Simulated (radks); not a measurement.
Values are calculated unless marked as measured or tabulated.
Mean orbital radii <r> (bohr) of the calcium ion Ca2+, [Ar], at several levels of relativity; Dirac values are averaged over j with weights 2j + 1. Spin-unpolarised spherical Kohn-Sham, PBE, point nucleus unless stated (finite: rms radius 3.4776 fm), a radial shooting solver on a logarithmic mesh with Libxc functionals. A level marked "c x" has the speed of light scaled by that factor and shares open shells by 2j + 1; other Dirac levels either fill j = l - 1/2 first or share by 2j + 1.

shell  non-rel.  scalar-rel.  scalar-rel., finite nucleus  Dirac, 2j+1 shares  change of magnitude, last against first (%)
1s      0.07737      0.07685                      0.07685             0.07684                                        -0.69
2s       0.3667       0.3643                       0.3643              0.3641                                        -0.71
2p       0.3286       0.3277                       0.3277              0.3277                                        -0.27
3s        1.158        1.152                        1.152               1.152                                        -0.53
3p        1.259        1.258                        1.258               1.258                                        -0.10
